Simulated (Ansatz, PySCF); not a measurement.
C4H6BNO, SMILES C=C1OC(=C)B1N. Atoms are numbered in the order given.

```xyz
13

C      0.0000     2.3439     0.6576
C      0.0000     1.0469     0.3327
O      0.0000     0.0000     1.2819
C      0.0000    -1.0469     0.3327
C      0.0000    -2.3439     0.6576
B      0.0000     0.0000    -0.8462
N      0.0000     0.0000    -2.2305
H      0.0000     2.6738     1.7010
H      0.0000     3.0993    -0.1310
H      0.0000    -3.0993    -0.1310
H      0.0000    -2.6738     1.7010
H      0.0000     0.8492    -2.7830
H      0.0000    -0.8492    -2.7830
```

Geometry optimised at r2SCAN-D4/def2-SVP. This is a generated structure with no PubChem entry under its InChIKey; it may be hypothetical. The values are those of a single conformer.

Two levels are set side by side: PBE-D3(BJ)/def2-SVP (Ansatz, a first-principles code) and r2SCAN-D4/def2-SVP (Ansatz). Each level has its own optimised geometry; the coordinates shown are those of the second. Frequencies come from the Hessian of PySCF at each geometry. Differences are taken from unrounded values.

```tsv
quantity	r2SCAN-D4
mean bond length (Å)	1.264
bond C1–C2 (Å)	1.337
bond C2–O3 (Å)	1.413
bond C2–B6 (Å)	1.577
bond O3–C4 (Å)	1.413
bond C4–C5 (Å)	1.337
bond C4–B6 (Å)	1.577
bond B6–N7 (Å)	1.384
bond C1–H8 (Å)	1.094
bond C1–H9 (Å)	1.092
bond C5–H10 (Å)	1.092
bond C5–H11 (Å)	1.094
bond N7–H12 (Å)	1.013
bond N7–H13 (Å)	1.013
highest harmonic wavenumber (cm⁻¹)	3703
mean harmonic wavenumber (cm⁻¹)	1312
zero-point energy (kcal/mol)	61.92
```

Q: What does PBE-D3(BJ) give, and how far is it from r2SCAN-D4? (Estimate from the structure and the level; the computed values follow.)

A: 
| quantity | PBE-D3(BJ) | PBE-D3(BJ) minus r2SCAN-D4 |
|---|---|---|
| mean bond length (Å) | 1.270 | 0.006 |
| bond C1–C2 (Å) | 1.344 | 0.007 |
| bond C2–O3 (Å) | 1.420 | 0.007 |
| bond C2–B6 (Å) | 1.579 | 0.002 |
| bond O3–C4 (Å) | 1.420 | 0.007 |
| bond C4–C5 (Å) | 1.344 | 0.007 |
| bond C4–B6 (Å) | 1.579 | 0.002 |
| bond B6–N7 (Å) | 1.390 | 0.006 |
| bond C1–H8 (Å) | 1.101 | 0.007 |
| bond C1–H9 (Å) | 1.099 | 0.007 |
| bond C5–H10 (Å) | 1.099 | 0.007 |
| bond C5–H11 (Å) | 1.101 | 0.007 |
| bond N7–H12 (Å) | 1.020 | 0.007 |
| bond N7–H13 (Å) | 1.020 | 0.007 |
| highest harmonic wavenumber (cm⁻¹) | 3616 | -86 |
| mean harmonic wavenumber (cm⁻¹) | 1282 | -31 |
| zero-point energy (kcal/mol) | 60.47 | -1.45 |
